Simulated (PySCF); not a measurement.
CH5S (SMILES C[SH2+]), charge +1, singlet, at a GFN2-xTB geometry. Base run: PySCF with PBE/pcseg-1.

PySCF was given this input:
```python
from pyscf import gto, scf, dft

mol = gto.Mole()
mol.atom = '''
    C    -0.03747748    1.18530286   -0.11525700
    S    -0.02095352   -0.61772925    0.15157957
    H     1.25160297   -0.85395482   -0.24996242
    H    -1.06827047    1.52354437   -0.03438541
    H     0.54627907    1.64404919    0.67989192
    H     0.37245221    1.44603148   -1.08584758
    H    -0.54194256   -0.98781933   -1.04342765
'''
mol.basis = 'pcseg-1'
mol.charge = 1
mol.verbose = 4
mol.build()

mf = dft.RKS(mol)
mf.xc = 'pbe'
mf.kernel()
mf.analyze()
```

The base run was repeated with changes; each row names its change, and settings that it needs were set with it.

```
change                                           ΔE vs base (mEh)  fitting functions
-----------------------------------------------  ----------------  -----------------
base                                                        0.000                  -
auxbasis = even-tempered beta=2.0                          -0.012                422
auxbasis = default (with mf = mf.density_fit())            -0.012                422
auxbasis = cc-pvtz-ri                                     -14.036                353
auxbasis = even-tempered beta=3.0                          -1.464                294
auxbasis = even-tempered beta=1.6                          -0.004                631
auxbasis = def2-tzvp-ri                                   -15.029                264
auxbasis = def2-svp-ri                                     -642.7                180
auxbasis = cc-pvqz-jkfit                                   -0.017                509
auxbasis = cc-pvtz-jkfit                                   -0.037                350
```

A fitting set is made for a task (jfit for Coulomb, jkfit for Coulomb and exchange, ri for correlation) and for a family of orbital bases.
